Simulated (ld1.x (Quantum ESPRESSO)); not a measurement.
# Ag: excitation energies, all-electron against TM semilocal

```
Element                 : Ag (Z = 47)
Generator               : ld1.x (Quantum ESPRESSO) 7.5
Type                    : norm-conserving Troullier–Martins (semilocal form)
Functional              : PBE
Relativity              : scalar-relativistic
Frozen core             : [Kr]
Valence charge          : 11
Reference configuration : 4d10 5s1 5p0
Partial waves           : 5p (bound, empty): rc 3.20 bohr; 4d (bound): rc 1.40 bohr; 5s (bound): rc 2.75 bohr
Local potential         : the s channel
Core correction         : Bessel-smoothed model core inside 1.25 bohr
```

Energies are relative to the spin-unpolarised reference configuration 4d10 5s1 5p0; without spin polarisation the order of configurations can differ from experiment.

| valence configuration | charge | ΔE all-electron (eV) | error AE − PS (meV) |
| --- | --- | --- | --- |
| 4d10 5s0 5p0 | +1 | 7.757 | -12 |
| 4d9 5s0 5p0 | +2 | 29.871 | -52 |
| 4d9 5s2 5p0 | 0 | 4.077 | -56 |
| 4d10 5s0 5p1 | 0 | 3.866 | -3.4 |
| 4d10 5s0.5 5p0 | +0.5 | 3.017 | -2.6 |
| 4d7 5s0 5p0 | +4 | 117.780 | -910 |

What are ΔE and the potential's error for 4d8 5s0 5p0?

ΔE = 66.064 eV all-electron; the error (AE − PS) is -296 meV.
